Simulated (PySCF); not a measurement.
# La²⁺: excitation energy

La²⁺ [Xe] 5d1 (2D) → La²⁺ [Xe] 6s1 (2S), as a difference of total energies. All numbers are calculated (PySCF 2.14, the spin-free X2C one-electron Hamiltonian (Gaussian nucleus), in x2c-TZVPPall with one added diffuse shell each of s, p, d type (12s8p8d3f1g, 106 functions)). Correlated levels: valence: [Kr] 4d10 frozen. The calculations carry no spin-orbit coupling.

| method | excitation energy (eV) |
| --- | --- |
| UHF | 1.550 |
| MP2 (valence) | 1.383 |
| SCS-MP2 (valence) | 1.452 |
| CCSD (valence) | 1.496 |
| CCSD(T) (valence) | 1.478 |

Q: How much does correlation contribute at CCSD(T) (valence)?

A: 1.478 − (1.550) = -0.072 eV, measured against UHF.

A first-order spin-orbit estimate (lowest level to lowest level, LS coupling) adds 0.129 eV.
